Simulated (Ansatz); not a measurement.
Frontier orbitals of BH4O2Sb, SMILES `O[B](O)[SbH2]`.

```xyz
8

O    -0.749    0.411    1.305
B     0.170    0.166    0.333
O     1.209    0.986    0.019
Sb    0.038   -1.813   -0.751
H    -0.639    1.238    1.788
H     1.273    1.799    0.532
H    -1.650   -1.687   -0.958
H     0.348   -1.100   -2.269
```

Charge 0, multiplicity 1. Correlated methods include outer-core shells of Sb, which these sets cover unevenly. Sb: def2 effective core potential. All single points use the PBE0-D4/def2-TZVP geometry. It is one conformer, not always the lowest. Basis def2-TZVPP, the Gaussian-basis code of Ansatz.

```
functional  HOMO (eV)  LUMO (eV)  gap (eV)
       PBE      -5.83      -0.85      4.98
    revPBE      -5.78      -0.77      5.01
      BLYP      -5.71      -0.88      4.83
      PBE0      -6.82      -0.02      6.80
 CAM-B3LYP      -8.04       0.72      8.76
   LC-ωPBE      -9.26       2.02     11.28
   ωB97M-V      -8.87       1.41     10.28
        HF      -9.00       2.61     11.61
```

Against PBE, PBE0 changes HOMO and LUMO by −0.99 and +0.83 eV, ωB97M-V by −3.04 and +2.26 eV. A gap of 4.98 eV thus becomes 10.28 eV for the same molecule, so an orbital gap means little without its functional. A positive LUMO is unbound and depends on the basis.

LC-ωPBE has ω = 0.4 bohr⁻¹.
